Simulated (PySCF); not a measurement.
These 3 structures share the formula C3H8O3Si. Method used: PBE0-D3(BJ)/def2-SVP geometry optimisation, gas phase in PySCF. One conformer each; no zero-point energy, no entropy. No frequencies were run at this level. Point groups hold within 0.08 Å.

**Question.** Rank from lowest to highest electronic energy at this level (kcal/mol).
A. `[CH3:1][O:2][SiH2:3][O:4][C:5]([CH3:6])=[O:7]` with C1–O2–Si3–O4 180°, O2–Si3–O4–C5 180°, Si3–O4–C5–C6 180°
B. `[OH:1][SiH:2]1[O:3][CH2:4][CH2:5][CH2:6][O:7]1` with H–O1–Si2–O3 58°, O1–Si2–O3–C4 -145°, Si2–O3–C4–C5 43°, O3–C4–C5–C6 -58°, C4–C5–C6–O7 58°
C. `[CH3:1][O:2][SiH2:3][O:4][CH2:5][CH:6]=[O:7]` with C1–O2–Si3–O4 -153°, O2–Si3–O4–C5 55°, Si3–O4–C5–C6 -177°, O4–C5–C6–O7 -174°

**Answer.** B (0.0), A (26.0), C (55.9).

As drawn, the lowest has an O–H bond, which the highest lacks; the highest has a C=O bond, which the lowest lacks.

| SMILES | E (Eh) | E rel (kcal/mol) | dipole (D) | point group | A, B, C (MHz) |
| --- | --- | --- | --- | --- | --- |
| O[SiH]1OCCCO1 | -633.57695 | 0.0 | 2.87 | Cs | 3849, 1947, 1478 |
| CO[SiH2]OC(C)=O | -633.53545 | 26.0 | 1.42 | Cs | 7249, 1009, 905.3 |
| CO[SiH2]OCC=O | -633.48779 | 55.9 | 3.48 | C1 | 5773, 866.5, 782.8 |

**Question.** How do the relative energies change in single points at PBE0/pcSseg-1 (no added dispersion term) on the same geometries?

**Answer.** 
| SMILES | PBE0-D3(BJ)/def2-SVP (kcal/mol) | PBE0/pcSseg-1 (kcal/mol) | shift |
| --- | --- | --- | --- |
| O[SiH]1OCCCO1 | 0.0 | 0.0 | 0.0 |
| CO[SiH2]OC(C)=O | 26.0 | 25.1 | -0.9 |
| CO[SiH2]OCC=O | 55.9 | 54.0 | -1.9 |

Each column counts from its own lowest isomer. The order is unchanged; the largest shift is 1.9 kcal/mol.
